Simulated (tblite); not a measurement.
Br3ISi.
Atom-mapped SMILES: `[Br:1][Si:2]([Br:3])([Br:4])[I:5]`

Computed with GFN2-xTB (tblite), gas phase: L-BFGS steps from a force-field or distance-geometry start until the largest atomic force falls under 0.01 eV/Å.

Step 0: E = -488.2136 eV
```
atom  x, y, z in Å  |  force x, y, z in eV/Å
Br1    -0.2648   -1.7178   -1.4336   -0.020   0.316   0.185
Si2    -0.0478    0.0022   -0.0133   -0.186  -0.027   0.017
Br3    -0.5637    1.9543   -0.9909    0.017  -0.374   0.138
Br4    -1.4270   -0.3543    1.7341    0.327   0.105  -0.375
I5      2.3119    0.1184    0.6866   -0.138  -0.019   0.034
```

Question: Estimate the geometry and energy of step 1. (The exact step hangs on the optimiser's Hessian estimate; all steps are aligned on step 0, rigid shifts and turns removed.)

Answer: E = -488.2215 eV, largest force 0.413 eV/Å
```
atom  x, y, z in Å  |  force x, y, z in eV/Å
Br1    -0.2651   -1.7133   -1.4310   -0.027   0.264   0.143
Si2    -0.0504    0.0018   -0.0131   -0.104  -0.019   0.014
Br3    -0.5635    1.9490   -0.9890    0.001  -0.315   0.108
Br4    -1.4223   -0.3528    1.7288    0.268   0.089  -0.301
I5      2.3099    0.1181    0.6871   -0.138  -0.019   0.035
```

The energy changes by -0.0079 eV. The first-order estimate −F·Δx gives -0.0086 eV and the mean of the old and new forces, exact on a quadratic surface, -0.0078 eV. The step makes an angle of 1° with the force vector and moves no atom by more than 0.007 Å.

What follows is the cost of the whole relaxation. On 2 threads of an Arm Neoverse V1, no GPU, shared host with 32 logical CPUs at a one-minute load of 11, this took 0.1 s wall, 0.15 s CPU.
